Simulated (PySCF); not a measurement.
chloro-(4-chlorosilylphenyl)silane (C6H8Cl2Si2), SMILES Cl[SiH2]c1ccc([SiH2]Cl)cc1. Geometry: B3LYP-D3(BJ)/def2-SVP. One conformer was computed; it need not be the lowest.

Computed equilibrium geometry at B3LYP-D3(BJ)/def2-SVP (PySCF confirms it by a frequency run) as bond lengths and angles (one conformer of several):
Atoms: Si1 Cl2 C3 C4 C5 C6 C7 C8 Si9 Cl10 H11 H12 H13 H14 H15 H16 H17 H18. Bonds (Å): Si1–Cl2 2.086, Si1–C3 1.870, Si1–H11 1.486, Si1–H12 1.486, C3–C4 1.406, C3–C8 1.406, C4–C5 1.395, C4–H13 1.094, C5–C6 1.406, C5–H14 1.094, C6–C7 1.406, C6–Si9 1.870, C7–C8 1.395, C7–H15 1.094, C8–H16 1.094, Si9–Cl10 2.086, Si9–H17 1.486, Si9–H18 1.486. Angles (°): Cl2–Si1–C3 110.1, Cl2–Si1–H11 107.6, Cl2–Si1–H12 107.6, C3–Si1–H11 110.1, C3–Si1–H12 110.1, H11–Si1–H12 111.3, Si1–C3–C4 120.8, Si1–C3–C8 120.8, C4–C3–C8 118.4, C3–C4–C5 120.8, C3–C4–H13 120.0, C5–C4–H13 119.2, C4–C5–C6 120.8, C4–C5–H14 119.2, C6–C5–H14 120.0, C5–C6–C7 118.4, C5–C6–Si9 120.8, C7–C6–Si9 120.8, C6–C7–C8 120.8, C6–C7–H15 120.0, C8–C7–H15 119.2, C3–C8–C7 120.8, C3–C8–H16 120.0, C7–C8–H16 119.2, C6–Si9–Cl10 110.1, C6–Si9–H17 110.1, C6–Si9–H18 110.1, Cl10–Si9–H17 107.6, Cl10–Si9–H18 107.6, H17–Si9–H18 111.3.
